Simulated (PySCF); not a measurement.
## MOCl across group 4

Level: PBE0, basis family def2-TZVP, scalar-relativistic core potentials from Rb on and no relativity for lighter atoms.

Each entry is the lowest minimum that a search over a few typed start shapes (and spin states, where more than one is plausible) found, or that minimum re-optimised at the stated level; isomers with ligand–ligand bonds, or fragments after loss of a ligand pair, can lie lower. Open shells are unrestricted; no spin–orbit coupling; PySCF with density fitting.

```csv
molecule,2S+1,point group,mean bond to the central atom (Å),dipole (D),distinct angles (°),atomisation (kJ/mol),highest ω (cm⁻¹)
TiOCl,2,Cs,1.947,4.95,131,1114,1063
ZrOCl,2,Cs,2.037,5.07,110,1224,992
HfOCl,2,Cs,2.044,4.57,111,1212,965
```

Spin–orbit coupling can matter for HfOCl.

Left out of the table are members whose search was unfinished or whose lowest solution was spin-contaminated, unstable, very soft or bonded differently.
